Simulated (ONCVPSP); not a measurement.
**Potentials for iodine compared**

Generated with ld1.x 7.5 (TM, RRKJ, ultrasoft, PAW), atompaw 4.2 or ONCVPSP 4.0.1. The cutoff is in Ry: for ld1.x and atompaw files where the sum of valence levels is converged to 10 mRy in a Bessel basis, for ONCV files where the hardest occupied wave has 1 mHa per electron of residual kinetic energy. The error is the largest all-electron minus pseudo excitation energy over each file’s own four to seven test configurations (ionisations up to +4, promotions, holes and added fractions of an electron), all of which were solved. The labels leave out finer settings (local radius, basis sizes, second energies), which also bear on the numbers. Spin-polarised tests are not counted. The rows are a selection from randomly drawn settings: files with unsolved tests, undetermined cutoffs or missed reference levels are left out.

A true bound ghost makes a file unfit for plane-wave use even where its test errors are small: the radial tests pick states by their node count and pass the ghost by.

```csv
potential,cutoff (Ry),largest error (meV),bound ghosts
"ONCV, PBE, scalar-relativistic, rc 1.70/1.55/1.30 (spd), local smoothed, core correction yes, reference 4d10 5s2 5p4, qcut 3.6/5.8/14.2, projectors 2/1/2",112,+463,"s, p"
"ONCV, PBEsol, scalar-relativistic, rc 1.70/1.85 (sp), local smoothed, core correction yes, reference 5s2 5p4, qcut 3.4/3.8, projectors 3/2",57,-278,s
"ONCV, PBEsol, scalar-relativistic, rc 1.40/1.45/1.35 (spd), local smoothed, core correction yes, reference 4s2 4p6 4d10 5s2 5p3, qcut 7.1/11.5/10.5, projectors 2/3/2",92,-7.9,none
"ONCV, PW91, fully relativistic, rc 1.00/1.40/0.95 (spd), local smoothed, core correction no, reference 4s2 4p6 4d10 5s2 5p4.5, qcut 9.4/9.1/10.6, projectors 2/2/2",110,+0.7,none
"ONCV, PBEsol, scalar-relativistic, rc 1.35/1.40/1.00/1.20 (spdf), local smoothed, core correction no, reference 4s2 4p6 4d10 5s2 5p4, qcut 10.1/12.3/9.5/9.3, projectors 2/2/2/1",177,-170,s
```

(1) Fill in the row for I: ONCV, LDA (Perdew-Wang 92), scalar-relativistic, rc 1.35/1.50/1.10 (spd), local smoothed, core correction no, reference 4s2 4p6 4d10 5s2 5p5, qcut 8.8/8.3/17, projectors 2/2/1.

Results:

(1) cutoff 115 Ry, largest error -127 meV, bound ghosts: none.
